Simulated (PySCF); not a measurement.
How methods differ on the ionisation energy of As

As [Ar] 3d10 4s2 4p3 (4S) → As+ [Ar] 3d10 4s2 4p2 (3P), as a difference of total energies. Computed with PySCF 2.14 in cc-pVDZ-PP with ECP10MDF (4s3p2d, 23 functions), with a scalar-relativistic core potential. Correlated levels: valence: 3s2 3p6 3d10 frozen. The calculations carry no spin-orbit coupling.

```json
{"method": "UHF", "ionisation energy (eV)": "9.431"}
{"method": "r2SCAN", "ionisation energy (eV)": "10.071"}
{"method": "M06-2X", "ionisation energy (eV)": "9.699"}
{"method": "MP2 (valence)", "ionisation energy (eV)": "9.768"}
{"method": "SCS-MP2 (valence)", "ionisation energy (eV)": "9.649"}
{"method": "CCSD (valence)", "ionisation energy (eV)": "9.719"}
{"method": "CCSD(T) (valence)", "ionisation energy (eV)": "9.722"}
```

Task: How much does correlation contribute at CCSD(T) (valence)?

Result: 9.722 − (9.431) = 0.291 eV, measured against UHF.

Errors of the correlated levels include the incompleteness of this basis and the frozen core.

For comparison: 10.008 eV (measured; NIST levels, between the centres of gravity of the two terms).
